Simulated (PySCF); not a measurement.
## Spin states of GeI⁺

Unrestricted PBE0; Ge def2-TZVPPD, I def2-TZVPPD with ECP28; scalar-relativistic core potentials (PySCF 2.14). Outer shells of the fragments: Ge+ 3d10 4s2 4p1; I 4d10 5s2 5p5.

Followed along the bond (rough minima from three points):

| 2Ms+1 | unpaired | ⟨S²⟩ at the start | R at minimum (Å) | Te (eV) |
| --- | --- | --- | --- | --- |
| 1 | none | 0.00 | 2.41 | 0.00 |
| 3 | π ↑↑ | 2.01 | none in the scan | ≤ 2.60 |

Solutions found at the starting distance of 2.570 Å, counted from the lowest of them; the search is not exhaustive and high or unbound solutions are not listed, so other states can lie among these:

| 2Ms+1 | unpaired | term | E (eV) | ⟨S²⟩ | ⟨Lz²⟩ | μ (D) |
| --- | --- | --- | --- | --- | --- | --- |
| 1 | none | ¹Σ⁺ | 0.00 | 0.00 | 0.00 | -4.56 |
| 3 | π ↑↑ | mixed | 2.57 | 2.01 | 2.01 | -1.08 |
| 3 | π ↑↑ | mixed | 2.76 | 2.01 | 2.01 | -1.17 |
| 1 | π ↑↓ | mixed | 2.79 | 1.01 | 2.02 | -1.19 |
| 3 | σ ↑, π ↑ | ³Π | 2.92 | 2.01 | 1.01 | -3.17 |
| 1 | σ ↓, π ↑ | mixed | 3.18 | 1.02 | 1.01 | -2.96 |

A term symbol is given only where ⟨S²⟩ and ⟨Lz²⟩ are close to those of a pure state; real π, δ and φ orbitals otherwise mix terms. A positive dipole points towards I; it is taken about the centre of mass and depends on that origin.

Spin–orbit coupling is left out. Counting both spins, an empty level lies below a filled one in some of these solutions, because spin and occupation are held.
